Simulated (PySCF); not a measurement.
IK, charge -1, doublet, at the geometry of the source list (a state made from the parent by changing its charge; the spin is typed, not shown lowest) (all electrons, no relativity) (in this run its highest filled SCF level lies above zero, so its values depend strongly on the basis, on diffuse functions most of all); M062X/STO-3G run with PySCF.

PySCF was given this input:
```python
from pyscf import gto, scf, dft

mol = gto.M(
    atom='''
K    -1.058900   -0.752200   -0.902200
I     1.058900    0.752200    0.902200
''',
    basis='sto-3g',
    charge=-1,
    spin=1,
    verbose=4,
)

mf = dft.UKS(mol)
mf.xc = 'm062x'
mf.grids.level = 2
mf.kernel()
mf.analyze()
```

The log (banner, timings and long lists left out):

```
PySCF version 2.14.0

[INPUT] verbose = 4
[INPUT] num. atoms = 2
[INPUT] num. electrons = 73
[INPUT] charge = -1
[INPUT] spin (= nelec alpha-beta = 2S) = 1
[INPUT] symmetry False subgroup None
[INPUT] Mole.unit = angstrom
[INPUT] Symbol           X                Y                Z      unit          X                Y                Z       unit  Magmom
[...]
nuclear repulsion = 168.476908767718
number of shells = 18
number of NR pGTOs = 120
number of NR cGTOs = 40
basis = sto-3g
ecp = {}

******** <class 'pyscf.dft.uks.UKS'> ********
method = UKS
initial guess = minao
damping factor = 0
level_shift factor = 0
DIIS = <class 'pyscf.scf.diis.CDIIS'>
diis_start_cycle = 1
diis_space = 8
diis_damp = 0
SCF conv_tol = 1e-09
SCF conv_tol_grad = None
SCF max_cycles = 50
direct_scf = True
direct_scf_tol = 1e-13
number electrons alpha = 37  beta = 36
XC library pyscf.dft.libxc version 7.1.2
    S. Lehtola, C. Steigemann, M. J. T. Oliveira, and M. A. L. Marques,  SoftwareX 7, 1–5 (2018)
XC functionals = m062x
    Y. Zhao and D. G. Truhlar,  Theor. Chem. Acc. 120, 215 (2008)
    Y. Zhao and D. G. Truhlar,  Theor. Chem. Acc. 120, 215 (2008)
radial grids:
    Treutler-Ahlrichs [JCP 102, 346 (1995); DOI:10.1063/1.469408] (M4) radial grids

becke partition: Becke, JCP 88, 2547 (1988); DOI:10.1063/1.454033
pruning grids: <function nwchem_prune>
grids dens level: 2
symmetrized grids: False
atomic radii adjust function: <function treutler_atomic_radii_adjust>
small_rho_cutoff = 0
Set gradient conv threshold to 3.16228e-05
tot grids = 26728
init E= -7424.58705134888

cycle= 1 E= -7446.797809252  delta_E= -22.2  |g|= 0.126  |ddm|= 1.61
cycle= 2 E= -7446.84710904208  delta_E= -0.0493  |g|= 0.0276  |ddm|= 0.98
cycle= 3 E= -7446.84933429728  delta_E= -0.00223  |g|= 0.00605  |ddm|= 0.179
cycle= 4 E= -7446.84943637872  delta_E= -0.000102  |g|= 0.00127  |ddm|= 0.0483
cycle= 5 E= -7446.84943805321  delta_E= -1.67e-06  |g|= 0.000229  |ddm|= 0.00302
cycle= 6 E= -7446.84943818816  delta_E= -1.35e-07  |g|= 5.26e-05  |ddm|= 0.00122
cycle= 7 E= -7446.84943819754  delta_E= -9.39e-09  |g|= 9.07e-06  |ddm|= 0.00042
cycle= 8 E= -7446.84943819778  delta_E= -2.36e-10  |g|= 1.02e-06  |ddm|= 6.53e-05
Extra cycle  E= -7446.84943819779  delta_E= -1.18e-11  |g|= 2.65e-07  |ddm|= 5.96e-06
converged SCF energy = -7446.84943819779  <S^2> = 0.75047368  2S+1 = 2.0004736
**** SCF Summaries ****
Total Energy =                       -7446.849438197789823
Nuclear Repulsion Energy =             168.476908767718129
One-electron Energy =               -10619.010606615502184
Two-electron Energy =                 3003.684259649994601
Two-electron Coulomb Energy =         3214.349344806645604
DFT Exchange-Correlation Energy =     -210.665085156650946
**** MO energy ****
                             alpha | beta                alpha | beta
[...]
To work with the spin densities directly, `use mulliken_meta_spin()` only printing them here.

 ** Mulliken spin pop alpha/beta on meta-lowdin orthogonal AOs **
 ** Mulliken Spin Density (per AO)  **
spin_pop of  0 K 1s        0.00000
spin_pop of  0 K 2s        0.00001
spin_pop of  0 K 3s        0.00053
spin_pop of  0 K 4s        0.79449
spin_pop of  0 K 2px       0.00000
spin_pop of  0 K 2py       0.00000
spin_pop of  0 K 2pz       0.00000
spin_pop of  0 K 3px       0.00054
spin_pop of  0 K 3py       0.00036
spin_pop of  0 K 3pz       0.00044
spin_pop of  0 K 4px       0.03527
spin_pop of  0 K 4py       0.01769
spin_pop of  0 K 4pz       0.02557
spin_pop of  1 I 1s        0.00000
spin_pop of  1 I 2s        0.00000
spin_pop of  1 I 3s        0.00000
spin_pop of  1 I 4s        0.00000
spin_pop of  1 I 5s        0.01357
spin_pop of  1 I 2px       0.00000
spin_pop of  1 I 2py       0.00000
spin_pop of  1 I 2pz       0.00000
spin_pop of  1 I 3px       0.00000
spin_pop of  1 I 3py       0.00000
spin_pop of  1 I 3pz       0.00000
spin_pop of  1 I 4px       0.00002
spin_pop of  1 I 4py       0.00001
spin_pop of  1 I 4pz       0.00001
spin_pop of  1 I 5px       0.04990
spin_pop of  1 I 5py       0.02523
spin_pop of  1 I 5pz       0.03633
spin_pop of  1 I 3dxy      0.00000
spin_pop of  1 I 3dyz      0.00000
spin_pop of  1 I 3dz^2     0.00000
spin_pop of  1 I 3dxz      0.00000
spin_pop of  1 I 3dx2-y2    0.00000
spin_pop of  1 I 4dxy      0.00000
spin_pop of  1 I 4dyz      0.00000
spin_pop of  1 I 4dz^2     0.00000
spin_pop of  1 I 4dxz      0.00001
spin_pop of  1 I 4dx2-y2    0.00000
 ** Mulliken Spin Density (per atom)  **
spin density of  0 K =      0.87491
spin density of  1 I =      0.12509
 ** Mulliken pop alpha/beta on meta-lowdin orthogonal AOs **
 ** Mulliken pop       alpha | beta **
[...]
In total            37.00000 | 36.00000
 ** Mulliken atomic charges   ( Nelec_alpha | Nelec_beta ) **
charge of  0K =     -0.22886  (    10.05188      9.17697 )
charge of  1I =     -0.77114  (    26.94812     26.82303 )

WARN: System has nonzero charge -1; the dipole moment is origin-dependent.
Location of origin: [0. 0. 0.]

Dipole moment(X, Y, Z, Debye): -1.23508, -0.87729, -1.05209
```
